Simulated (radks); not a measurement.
Species: Lu XLV. Configuration: [Ar] 3d9.

Calculated with a radial shooting solver on a logarithmic mesh with Libxc functionals: scalar-relativistic Kohn-Sham, PBEsol, spin-polarised, spherical densities, finite nucleus; open shells are filled with parallel spins first (spin-orbit coupling, left out, can overturn this in heavy ions); Fermi nuclear charge, rms radius 5.37 fm.

Energy parts (hartree):
total: -13187.9962
kinetic: 14512.3984
electron-nucleus: -29945.8685
Hartree: 2458.9702
exchange-correlation: -213.4964

Orbitals (lengths in bohr, moments of r in powers of bohr; r(max) is where P^2 peaks):
| orbital | occ. | eigenvalue (hartree) | r(max) | <r^4> |
|---|---|---|---|---|
| 1s up | 1 | -2405.611 | 0.01214 | 7.074e-07 |
| 1s down | 1 | -2405.608 | 0.01214 | 7.074e-07 |
| 2s up | 1 | -476.6444 | 0.06924 | 0.0001068 |
| 2s down | 1 | -476.4983 | 0.06923 | 0.0001067 |
| 2p up | 3 | -429.4767 | 0.05651 | 0.00008203 |
| 2p down | 3 | -429.3601 | 0.05650 | 0.00008196 |
| 3s up | 1 | -165.6319 | 0.1931 | 0.003575 |
| 3s down | 1 | -165.4721 | 0.1932 | 0.003580 |
| 3p up | 3 | -151.4093 | 0.1898 | 0.003681 |
| 3p down | 3 | -151.2482 | 0.1899 | 0.003688 |
| 3d up | 5 | -135.2049 | 0.1535 | 0.002685 |
| 3d down | 4 | -135.0063 | 0.1535 | 0.002693 |

The highest occupied level is 3d down at -3673.7 eV. The electron density at the nucleus is 1.17e+06 e/bohr^3 (large components only). Summed over all electrons, <r^2> = 0.8048 bohr^2, which gives a Langevin (diamagnetic) susceptibility term of -0.637 x 10^-6 cm^3/mol. Spin moment in Bohr magnetons: 1. The spin density at the nucleus is -12.76 e/bohr^3 (1s -2.34, 2s -29.77, 3s 19.35). The density falls to 0.001 e/bohr^3 at r = 0.68 bohr. For comparison, the ionisation energy in NIST's Atomic Spectra Database is 3706 eV (theoretical). In exact Kohn-Sham theory the highest level is minus the ionisation energy, but local and semilocal functionals leave it too shallow, through self-interaction and a potential that decays too fast; potentials with the right tail come closer.
